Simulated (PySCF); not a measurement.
Point-charge models of `C=CCP(C)CP(C)C` against its computed dipole.

Coordinates (GFN2-xTB, Å) and charges (e) from the PBE0/pcSseg-1 density (PySCF):

```json
{"atom": "C1", "x": "-2.375", "y": "1.191", "z": "-2.004", "Mulliken": "-0.1521", "IAO": "-0.3316", "Hirshfeld": "-0.1079", "ESP-fitted": "-0.4448"}
{"atom": "C2", "x": "-2.600", "y": "0.937", "z": "-0.727", "Mulliken": "-0.2184", "IAO": "-0.1270", "Hirshfeld": "-0.0398", "ESP-fitted": "-0.0500"}
{"atom": "C3", "x": "-2.384", "y": "-0.385", "z": "-0.081", "Mulliken": "-0.3747", "IAO": "-0.4315", "Hirshfeld": "-0.1134", "ESP-fitted": "-0.4764"}
{"atom": "P4", "x": "-0.940", "y": "-0.291", "z": "1.114", "Mulliken": "+0.2724", "IAO": "+0.4908", "Hirshfeld": "+0.1577", "ESP-fitted": "-0.1309"}
{"atom": "C5", "x": "-0.841", "y": "-2.083", "z": "1.543", "Mulliken": "-0.4642", "IAO": "-0.6110", "Hirshfeld": "-0.1697", "ESP-fitted": "-0.0107"}
{"atom": "C6", "x": "0.413", "y": "-0.252", "z": "-0.156", "Mulliken": "-0.6218", "IAO": "-0.6261", "Hirshfeld": "-0.1657", "ESP-fitted": "+0.1216"}
{"atom": "P7", "x": "2.042", "y": "-0.321", "z": "0.737", "Mulliken": "+0.2387", "IAO": "+0.4985", "Hirshfeld": "+0.1521", "ESP-fitted": "-0.0683"}
{"atom": "C8", "x": "3.137", "y": "-0.072", "z": "-0.736", "Mulliken": "-0.4654", "IAO": "-0.6076", "Hirshfeld": "-0.1676", "ESP-fitted": "-0.7257"}
{"atom": "C9", "x": "2.047", "y": "1.408", "z": "1.380", "Mulliken": "-0.4651", "IAO": "-0.6125", "Hirshfeld": "-0.1711", "ESP-fitted": "-0.1889"}
{"atom": "H10", "x": "-2.531", "y": "2.168", "z": "-2.428", "Mulliken": "+0.1166", "IAO": "+0.1508", "Hirshfeld": "+0.0447", "ESP-fitted": "+0.1784"}
{"atom": "H11", "x": "-2.036", "y": "0.425", "z": "-2.683", "Mulliken": "+0.1066", "IAO": "+0.1416", "Hirshfeld": "+0.0420", "ESP-fitted": "+0.1674"}
{"atom": "H12", "x": "-2.939", "y": "1.725", "z": "-0.066", "Mulliken": "+0.1122", "IAO": "+0.1470", "Hirshfeld": "+0.0435", "ESP-fitted": "+0.1484"}
{"atom": "H13", "x": "-3.260", "y": "-0.662", "z": "0.513", "Mulliken": "+0.1598", "IAO": "+0.1530", "Hirshfeld": "+0.0433", "ESP-fitted": "+0.2228"}
{"atom": "H14", "x": "-2.192", "y": "-1.163", "z": "-0.825", "Mulliken": "+0.1354", "IAO": "+0.1319", "Hirshfeld": "+0.0386", "ESP-fitted": "+0.1833"}
{"atom": "H15", "x": "-0.926", "y": "-2.710", "z": "0.656", "Mulliken": "+0.1273", "IAO": "+0.1365", "Hirshfeld": "+0.0379", "ESP-fitted": "+0.0054"}
{"atom": "H16", "x": "0.117", "y": "-2.263", "z": "2.028", "Mulliken": "+0.1656", "IAO": "+0.1650", "Hirshfeld": "+0.0340", "ESP-fitted": "-0.0200"}
{"atom": "H17", "x": "-1.639", "y": "-2.328", "z": "2.242", "Mulliken": "+0.1453", "IAO": "+0.1538", "Hirshfeld": "+0.0422", "ESP-fitted": "+0.0667"}
{"atom": "H18", "x": "0.331", "y": "0.670", "z": "-0.740", "Mulliken": "+0.1766", "IAO": "+0.1446", "Hirshfeld": "+0.0306", "ESP-fitted": "+0.0848"}
{"atom": "H19", "x": "0.330", "y": "-1.114", "z": "-0.826", "Mulliken": "+0.1578", "IAO": "+0.1366", "Hirshfeld": "+0.0348", "ESP-fitted": "+0.0853"}
{"atom": "H20", "x": "3.132", "y": "-0.975", "z": "-1.343", "Mulliken": "+0.1421", "IAO": "+0.1537", "Hirshfeld": "+0.0414", "ESP-fitted": "+0.2054"}
{"atom": "H21", "x": "2.803", "y": "0.773", "z": "-1.337", "Mulliken": "+0.1274", "IAO": "+0.1376", "Hirshfeld": "+0.0381", "ESP-fitted": "+0.1754"}
{"atom": "H22", "x": "4.156", "y": "0.105", "z": "-0.395", "Mulliken": "+0.1426", "IAO": "+0.1534", "Hirshfeld": "+0.0418", "ESP-fitted": "+0.2502"}
{"atom": "H23", "x": "1.879", "y": "2.127", "z": "0.579", "Mulliken": "+0.1277", "IAO": "+0.1364", "Hirshfeld": "+0.0378", "ESP-fitted": "+0.0830"}
{"atom": "H24", "x": "1.260", "y": "1.503", "z": "2.126", "Mulliken": "+0.1636", "IAO": "+0.1630", "Hirshfeld": "+0.0328", "ESP-fitted": "+0.0176"}
{"atom": "H25", "x": "3.006", "y": "1.608", "z": "1.857", "Mulliken": "+0.1438", "IAO": "+0.1530", "Hirshfeld": "+0.0417", "ESP-fitted": "+0.1200"}
```

Q: What dipole does each set of charges give (1 e·Å = 4.803 D), and what does the density give?

A: The full density gives (-0.08, -0.03, -1.24) D, 1.24 D in size; dipole vectors point from the negative to the positive end.

| scheme | μx | μy | μz | size (D) | share of the full size (%) | angle to the full dipole (°) |
| --- | --- | --- | --- | --- | --- | --- |
| Mulliken | 0.78 | -0.28 | 0.98 | 1.28 | 103 | 142 |
| IAO | 0.33 | -0.27 | 2.32 | 2.36 | 191 | 171 |
| Hirshfeld | 0.04 | -0.19 | 0.68 | 0.71 | 57 | 163 |
| ESP-fitted | -0.01 | -0.04 | -1.17 | 1.17 | 94 | 3 |

Q: Which set comes closest?

A: Length of the difference vector: ESP-fitted 0.10 D, Hirshfeld 1.93 D, Mulliken 2.39 D, IAO 3.59 D. Closest: ESP-fitted. ESP charges are fitted to the potential around the molecule, whose slowest-falling term is the dipole's. The schemes that divide the density aren't constrained to reproduce the dipole.

Q: What is left for the Hirshfeld atoms' own dipoles?

A: The Hirshfeld atoms' densities add up to the full density, so μ = Σ q r + Σ (atomic dipoles). The atomic dipoles sum to (-0.08, -0.03, -1.24) − (0.04, -0.19, 0.68) = (-0.12, 0.16, -1.92) D, 1.93 D in size.

Q: With the origin at the mean of the coordinates, (0.000, 0.001, 0.017) Å, which are the largest single terms, by size, of the ESP-fitted dipole along the direction of the full one?

A: C1 -4.56, H11 +2.26, H10 +2.18, C8 -1.94, C9 +1.38 D; all 25 atoms together +1.17 D. The single terms depend on the origin, their sum doesn't.

Q: Give the size of the full dipole in other units.

A: 1.24 D = 0.487 au = 0.258 e·Å = 4.13 × 10⁻³⁰ C·m.

The structure is a single GFN2-xTB conformer in the gas phase; no vibrational or solvent corrections.

Shape of the structure used: `[CH2:1]=[CH:2][CH2:3][P:4]([CH3:5])[CH2:6][P:7]([CH3:8])[CH3:9]`: C1–C2–C3–P4 111°, C2–C3–P4–C5 -173°, C3–P4–C6–P7 -175°, P4–C6–P7–C8 -174°.
